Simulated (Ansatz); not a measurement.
Basis sets compared for Ge3Te3 (the lowest singlet isomer of a short search). Charge 0, multiplicity 1. Geometry r2SCAN-D4/def2-SVP. Ansatz on 4 threads of Intel Xeon on a shared host; times are rough, and most runs start from earlier orbitals.

```csv
atom,x (Å),y (Å),z (Å)
Ge1,1.223,-0.979,0.064
Ge2,0.561,2.393,-0.635
Ge3,-2.244,-1.130,-0.438
Te4,1.698,1.323,1.359
Te5,-0.842,-1.804,1.563
Te6,-0.396,0.198,-1.912
```

In the def2 sets Te takes a core potential; there is no spin–orbit coupling. HSE06 is defined as in plane-wave codes, on full-range PBE exchange. Another isomer (singlet) lies 0.08 eV lower at PBE0-D4/def2-TZVP; other spin states weren't run for this one.

Binding counts from free atoms (Ge triplet, Te triplet) in the same basis, without a counterpoise term.

```tsv
level	functions	energy (Eh)	HOMO (eV)	LUMO (eV)	binding per atom (eV)	wall time
PBE-D4/def2-SVP	174	-7033.5551	-5.43	-3.44	2.91	2 s
PBE-D4/def2-TZVP	294	-7034.3681	-5.40	-3.43	2.92	4.2 s
PBE0-D4/def2-SVP	174	-7033.7422	-6.21	-2.94	2.72	5 s
PBE0-D4/def2-TZVP (with forces)	294	-7034.5535	-6.15	-2.90	2.74	22 s
HSE06-D4/def2-TZVP	294	-7034.5532	-5.80	-3.25	2.75	12 s
```

Task: Estimate the rows for PBE-D4/def2-TZVPD, PBE0-D4/def2-TZVPD, HSE06-D4/def2-TZVPD.

Result: 
```
              level  functions  energy (Eh)  HOMO (eV)  LUMO (eV)  binding per atom (eV)  wall time
  PBE-D4/def2-TZVPD        339   -7034.3702      -5.42      -3.46                   2.92      6.5 s
 PBE0-D4/def2-TZVPD        339   -7034.5557      -6.16      -2.92                   2.75       17 s
HSE06-D4/def2-TZVPD        339   -7034.5554      -5.81      -3.28                   2.75       18 s
```
